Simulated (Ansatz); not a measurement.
H₄NNbO₃ (`[NH2][Nb](=[O])([OH])[OH]`), relaxed with RKS PBE0-D4/def2-TZVP in Ansatz 0.2.0 from a PBE-D4/def2-SVP geometry. The force threshold is 0.005 eV/Å; the program also tests the step.

Total charge 0; spin multiplicity 1. Nb takes the def2 core potential.

Start:

```xyz
9

N     0.715   -1.150    0.774
Nb   -0.570    0.017   -0.181
O    -2.028   -0.886   -0.294
O    -0.915    1.625    0.819
O     0.066    0.428   -1.943
H     0.512   -2.106    1.085
H     1.650   -0.880    1.099
H    -0.352    2.392    1.016
H     0.923    0.559   -2.377
```

```
step  energy (eV)  largest force (eV/Å)  largest move (Å)
   1   -9247.3171                 1.234             0.000
   2   -9247.3603                 0.280             0.029
   3   -9247.3623                 0.038             0.007
   4   -9247.3625                 0.023             0.005
   5   -9247.3626                 0.024             0.010
   6   -9247.3627                 0.021             0.007
   7   -9247.3628                 0.010             0.008
   8   -9247.3628                 0.021             0.010
   9   -9247.3628                 0.050             0.035
  10   -9247.3629                 0.010             0.007
  11   -9247.3629                 0.002             0.007
  12   -9247.3629                 0.036             0.018
  13   -9247.3629                 0.014             0.002
  14   -9247.3629                 0.002             0.005
  15   -9247.3629                 0.006             0.009
  16   -9247.3629                 0.013             0.009
  17   -9247.3630                 0.008             0.001
  18   -9247.3630                 0.002             0.003
  19   -9247.3630                 0.003             0.007
```

End:

```xyz
9

N     0.707   -1.136    0.791
Nb   -0.561    0.003   -0.194
O    -2.006   -0.877   -0.293
O    -0.894    1.628    0.750
O     0.072    0.354   -1.959
H     0.480   -2.058    1.136
H     1.655   -0.897    1.045
H    -0.350    2.344    1.072
H     0.898    0.638   -2.347
```

Hardware: 2 threads of a server CPU on a shared host. Wall time 3.2 min, peak host memory 0.49 GiB.
